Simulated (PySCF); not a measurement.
Cl4Zr, quintet, at a GFN2-xTB geometry of the parent state (such geometries of metal compounds can be far from the true shape) (the multiplicity is a formal guess) (core potentials on Zr); DF-B3LYP/def2-SV(P) (PySCF).

The PySCF input:
```python
from pyscf import gto, scf, dft

mol = gto.M(
    atom='''
Zr    0.000000   -0.000000   -0.000000
Cl    1.861245   -0.584673   -1.272201
Cl    0.668813    0.481947    2.178299
Cl   -1.019449    1.875283   -0.931992
Cl   -1.510609   -1.772557    0.025893
''',
    basis='def2-sv(p)',
    ecp={'Zr': 'def2-sv(p)'},
    charge=0,
    spin=4,
    verbose=4,
)

mf = dft.ROKS(mol)
mf.xc = 'b3lyp'
mf = mf.density_fit(auxbasis='def2-universal-jkfit')
mf.kernel()
mf.analyze()
```

Task: Write the output that PySCF gives for this input, abridged.

Result: 
```
PySCF version 2.14.0

[INPUT] verbose = 4
[INPUT] num. atoms = 5
[INPUT] num. electrons = 80
[INPUT] charge = 0
[INPUT] spin (= nelec alpha-beta = 2S) = 4
[INPUT] symmetry False subgroup None
[INPUT] Mole.unit = angstrom
[INPUT] Symbol           X                Y                Z      unit          X                Y                Z       unit  Magmom
[...]
nuclear repulsion = 426.658341612695
number of shells = 42
number of NR pGTOs = 194
number of NR cGTOs = 96
basis = def2-sv(p)
ecp = {'Zr': 'def2-sv(p)'}

******** <class 'pyscf.df.df_jk.DFROKS'> ********
method = DFROKS
initial guess = minao
damping factor = 0
level_shift factor = 0
DIIS = <class 'pyscf.scf.diis.CDIIS'>
diis_start_cycle = 1
diis_space = 8
diis_damp = 0
SCF conv_tol = 1e-09
SCF conv_tol_grad = None
SCF max_cycles = 50
direct_scf = False
num. doubly occ = 38  num. singly occ = 4
XC library pyscf.dft.libxc version 7.1.2
    S. Lehtola, C. Steigemann, M. J. T. Oliveira, and M. A. L. Marques,  SoftwareX 7, 1–5 (2018)
XC functionals = b3lyp
    P. J. Stephens, F. J. Devlin, C. F. Chabalowski, and M. J. Frisch,  J. Phys. Chem. 98, 11623 (1994)
radial grids:
    Treutler-Ahlrichs [JCP 102, 346 (1995); DOI:10.1063/1.469408] (M4) radial grids

becke partition: Becke, JCP 88, 2547 (1988); DOI:10.1063/1.454033
pruning grids: <function nwchem_prune>
grids dens level: 3
symmetrized grids: False
atomic radii adjust function: <function treutler_atomic_radii_adjust>
small_rho_cutoff = 0
Set gradient conv threshold to 3.16228e-05
tot grids = 97912
******** <class 'pyscf.df.df.DF'> ********
auxbasis = def2-universal-jkfit
init E= -1881.72020772271
[...]
cycle= 1 E= -1885.9652823547  delta_E= -4.25  |g|= 2.02  |ddm|= 3.37
[...]
cycle= 2 E= -1883.59116899544  delta_E= 2.37  |g|= 2.96  |ddm|= 6.96

WARN: HOMO -0.0284248840991463 >= LUMO -0.351459026520437

cycle= 3 E= -1885.54360635223  delta_E= -1.95  |g|=  1.4  |ddm|= 6.72
[...]
cycle= 4 E= -1886.51500725683  delta_E= -0.971  |g|= 1.13  |ddm|= 4.04
[...]
cycle= 5 E= -1886.67194933071  delta_E= -0.157  |g|= 0.906  |ddm|= 3.53
[...]
cycle= 6 E= -1886.87799203404  delta_E= -0.206  |g|= 0.784  |ddm|= 1.85
[...]
cycle= 7 E= -1886.78467662532  delta_E= 0.0933  |g|= 0.775  |ddm|= 1.52
[...]
cycle= 8 E= -1886.74038238387  delta_E= 0.0443  |g|= 0.809  |ddm|= 1.42
[...]
cycle= 9 E= -1886.97232536394  delta_E= -0.232  |g|=  0.6  |ddm|= 1.27
[...]
cycle= 10 E= -1886.90348435789  delta_E= 0.0688  |g|= 0.656  |ddm|= 1.37
[...]
cycle= 11 E= -1887.22572708454  delta_E= -0.322  |g|= 0.17  |ddm|= 1.13
[...]
cycle= 12 E= -1887.20640687165  delta_E= 0.0193  |g|= 0.244  |ddm|= 0.212
[...]
cycle= 13 E= -1887.19100849015  delta_E= 0.0154  |g|= 0.288  |ddm|= 0.0871
[...]
cycle= 14 E= -1887.21464124163  delta_E= -0.0236  |g|= 0.217  |ddm|= 0.202
[...]
cycle= 15 E= -1887.21126367982  delta_E= 0.00338  |g|= 0.228  |ddm|= 0.068
[...]
cycle= 16 E= -1887.23651948963  delta_E= -0.0253  |g|= 0.114  |ddm|= 0.272
[...]
cycle= 17 E= -1887.23823744941  delta_E= -0.00172  |g|= 0.102  |ddm|= 0.165
[...]
cycle= 18 E= -1887.08922743925  delta_E= 0.149  |g|= 0.487  |ddm|= 0.95
[...]
cycle= 19 E= -1887.24350881349  delta_E= -0.154  |g|= 0.0422  |ddm|= 0.854
[...]
cycle= 20 E= -1887.24483021759  delta_E= -0.00132  |g|= 0.0188  |ddm|= 0.13
[...]
cycle= 21 E= -1887.24463399583  delta_E= 0.000196  |g|= 0.0278  |ddm|= 0.0724
[...]
cycle= 22 E= -1887.2446777576  delta_E= -4.38e-05  |g|= 0.025  |ddm|= 0.039
[...]
cycle= 23 E= -1887.24506143247  delta_E= -0.000384  |g|= 0.00369  |ddm|= 0.0448
[...]
cycle= 24 E= -1887.2450832066  delta_E= -2.18e-05  |g|= 0.004  |ddm|= 0.0261
[...]
cycle= 25 E= -1887.24510318497  delta_E= -2e-05  |g|= 0.00454  |ddm|= 0.0261
[...]
cycle= 26 E= -1887.24509804572  delta_E= 5.14e-06  |g|= 0.0044  |ddm|= 0.00736
[...]
cycle= 27 E= -1887.24509621531  delta_E= 1.83e-06  |g|= 0.00379  |ddm|= 0.00735
[...]
cycle= 28 E= -1887.24505830541  delta_E= 3.79e-05  |g|= 0.00351  |ddm|= 0.0448
[...]
cycle= 29 E= -1887.24507905645  delta_E= -2.08e-05  |g|= 0.00392  |ddm|= 0.0261
[...]
cycle= 30 E= -1887.24516386443  delta_E= -8.48e-05  |g|= 0.00454  |ddm|= 0.122
[...]
cycle= 31 E= -1887.24510240008  delta_E= 6.15e-05  |g|= 0.00469  |ddm|= 0.0807
[...]
cycle= 32 E= -1887.2451772049  delta_E= -7.48e-05  |g|= 0.00257  |ddm|= 0.0793
[...]
cycle= 33 E= -1887.24518429292  delta_E= -7.09e-06  |g|= 0.00236  |ddm|= 0.00849
[...]
cycle= 34 E= -1887.24519338195  delta_E= -9.09e-06  |g|= 0.00193  |ddm|= 0.0139
[...]
cycle= 35 E= -1887.24519404945  delta_E= -6.67e-07  |g|= 0.00161  |ddm|= 0.00232
[...]
cycle= 36 E= -1887.24519489288  delta_E= -8.43e-07  |g|= 0.0019  |ddm|= 0.0116
[...]
cycle= 37 E= -1887.24517480897  delta_E= 2.01e-05  |g|= 0.00189  |ddm|= 0.0286
[...]
cycle= 38 E= -1887.24514160442  delta_E= 3.32e-05  |g|= 0.00116  |ddm|= 0.06
[...]
cycle= 39 E= -1887.24511164327  delta_E= 3e-05  |g|= 0.00218  |ddm|= 0.062
[...]
cycle= 40 E= -1887.24511248342  delta_E= -8.4e-07  |g|= 0.00168  |ddm|= 0.00558
[...]
cycle= 41 E= -1887.24511110576  delta_E= 1.38e-06  |g|= 0.00153  |ddm|= 0.00618
[...]
cycle= 42 E= -1887.2451100925  delta_E= 1.01e-06  |g|= 0.000598  |ddm|= 0.0097
[...]
cycle= 43 E= -1887.24510409444  delta_E= 6e-06  |g|= 0.000918  |ddm|= 0.0232
[...]
cycle= 44 E= -1887.24510426227  delta_E= -1.68e-07  |g|= 0.000864  |ddm|= 0.00645
[...]
cycle= 45 E= -1887.24510126683  delta_E= 3e-06  |g|= 0.000951  |ddm|= 0.0211
[...]
cycle= 46 E= -1887.24509986051  delta_E= 1.41e-06  |g|= 0.000871  |ddm|= 0.0157
[...]
cycle= 47 E= -1887.24510113503  delta_E= -1.27e-06  |g|= 0.000277  |ddm|= 0.00805
[...]
cycle= 48 E= -1887.24509991538  delta_E= 1.22e-06  |g|= 0.000272  |ddm|= 0.0174
[...]
cycle= 49 E= -1887.2451002621  delta_E= -3.47e-07  |g|= 0.000163  |ddm|= 0.00445
[...]
cycle= 50 E= -1887.24509992742  delta_E= 3.35e-07  |g|= 0.000209  |ddm|= 0.012
SCF not converged.
SCF energy = -1887.24509992742
**** SCF Summaries ****
Total Energy =                       -1887.245099927421279
Nuclear Repulsion Energy =             426.658341612695324
One-electron Energy =                -3471.333640572090189
Two-electron Energy =                 1157.430199031973871
Two-electron Coulomb Energy =         1276.592525725709493
DFT Exchange-Correlation Energy =     -119.162326693735594
HOMO-LUMO gap [eV] =                     0.745132722687495
**** MO energy ****
                Roothaan           | alpha              | beta
[...]
Dipole moment(X, Y, Z, Debye): -0.18197,  0.02832,  0.15500
```

The run did not converge; its last values are not results.
